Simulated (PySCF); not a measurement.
## Ni+: excitation energy

Ni+ [Ar] 3d9 (2D) → Ni+ [Ar] 3d8 4s1 (4F), as a difference of total energies. All numbers are calculated (PySCF 2.14, the non-relativistic Hamiltonian (point nucleus), in aug-cc-pVTZ). Correlated levels: valence: [Ar] frozen. The calculations carry no spin-orbit coupling.

| method | excitation energy (eV) |
| --- | --- |
| UHF | -0.695 |
| LDA | 1.899 |
| PBE | 1.487 |
| PBE0 | 1.132 |
| r2SCAN | 0.745 |
| revPBE | 1.460 |
| MN15 | 2.541 |
| M06-2X | 1.337 |
| PBEsol | 1.622 |
| MP2 (valence) | 1.797 |
| SCS-MP2 (valence) | 1.694 |

How much does correlation contribute at MP2 (valence)?

1.797 − (-0.695) = 2.492 eV, measured against UHF.

These non-relativistic numbers lack the scalar-relativistic shift.

Errors of the correlated levels include the incompleteness of this basis and the frozen core.

For comparison: 1.085 eV (measured; NIST levels, between the centres of gravity of the two terms).
